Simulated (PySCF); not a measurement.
Working out the excitation energy of B²⁺

B²⁺ [He] 2s1 (2S) → B²⁺ [He] 2p1 (2P). Computed with PySCF 2.14 in def2-TZVPPD, with the non-relativistic Hamiltonian (point nucleus). Frozen: nothing. Energies in hartree (1 hartree = 27.21139 eV):

```
            part  B²⁺ (lower)  B²⁺ (upper)
             UHF   -23.375406   -23.153291
CCSD correlation    -0.015602    -0.016433
             (T)    -0.000008    -0.000009
```

**Question.** What does Hartree-Fock give?

**Answer.** (-23.153291) − (-23.375406) = 0.222115 hartree = 6.044 eV.

**Question.** What do CCSD and CCSD(T) give?

**Answer.** The CCSD correlation energies differ by -0.000831 hartree = -0.023 eV and the triples by -0.000001 hartree = 0.000 eV, so CCSD gives 6.021 eV and CCSD(T) 6.021 eV.
